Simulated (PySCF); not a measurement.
# Two-component Hartree-Fock for Tl⁷⁰⁺ (thallium, charge +70)

Start: [Ne] 3s1; 3s1/2 filled at m_j = +1/2. Calculated with PySCF 2.14 in an uncontracted even-tempered set (17 s from 25 bohr⁻², ratio 2.4; 14 p from 33 bohr⁻², ratio 2.4; 4 d from 100 bohr⁻², ratio 2.6; 4 f from 160 bohr⁻², ratio 2.6): generalised Hartree-Fock with the X2C-1e Hamiltonian and a Gaussian nucleus; one run each with spin-orbit coupling (SO) switched off, then screened by Boettger's factors.

| spinor shell | electrons | ε, spin-free (eV) | ε, screened SO (eV) | weight of nominal j (screened SO) | rms radius, screened SO (bohr) |
| --- | --- | --- | --- | --- | --- |
| 1s1/2 | 2 | -92548.8 | -92522.2 | 1.000 | 0.0184 |
| 2s1/2 | 2 | -21607.0 | -21600.4 | 1.000 | 0.0730 |
| 2p1/2 | 2 | -19495.4 | -21038.3 | 1.000 | 0.0617 |
| 3s1/2 | 1 | -8890.0 | -8888.8 | 1.000 | 0.174 |

Problem. Where does 2p3/2 lie, and what is the 2p spin-orbit splitting (screened SO)?

Solution. At -18903.3 eV, 2135.0 eV above 2p1/2.

| quantity | spin-free | screened SO |
| --- | --- | --- |
| E (hartree) | -13849.48682 | -13876.92804 |
| M_J | 1/2 | 1/2 |
| ⟨J²⟩ | 0.750 | 0.750 |
| ⟨L²⟩ | 0.000 | 0.052 |
| ⟨S²⟩ | 0.750 | 0.802 |

Each row is a mean over spinors that exchange with the open shell spreads, by up to 19.543 eV (2s1/2).

Breit and QED terms are absent; they matter most for the inner s and p1/2 levels.

Densities and radii are taken from the X2C orbitals without a picture-change correction, which distorts them close to the nucleus.

Without spin-orbit coupling the j labels of p, d and f shells carry no meaning; the spin-free column gives the mean over the occupied spinors of each nl shell.
